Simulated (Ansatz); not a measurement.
Consider the substitution at a C–Si bond: `C[SiH2][CH2][GeH3]` + `[SiH3]S` → `[SiH3]S[CH2][GeH3]` + `C[SiH3]`.

Isolated molecules relaxed with PBE0-D4/def2-TZVP in Ansatz; ΔE leaves out vibrations. CBS: MP2 limit from def2 TZ/QZ plus the TZ coupled-cluster correction, frozen cores. This one scheme is used for every species. DFT in def2-TZVPP. For Ge outer-core shells are correlated without core-valence functions, which leaves a few kJ/mol of doubt a bond. Scalar relativity is left out up to krypton. Each species was taken in one conformer, which may not be the lowest.

```
             species  ωB97X-V energy (Eh)
`C[SiH2][CH2][GeH3]`          -2448.51759
           `[SiH3]S`           -690.02188
`[SiH3]S[CH2][GeH3]`          -2807.34363
           `C[SiH3]`           -331.17281
```

(1) Work out ΔE.

Largest T1 diagnostic among the species: 0.011.

Answers

(1) ΔE = (-2807.34363) + (-331.17281) − (-2448.51759) − (-690.02188) = 0.02303 Eh = +0.63 eV. CCSD(T)/CBS gives +0.64 eV.

From PBE to PBE0 (25 % exact exchange), in def2-TZVPP and without D4, ΔE moves by +0.04 eV.
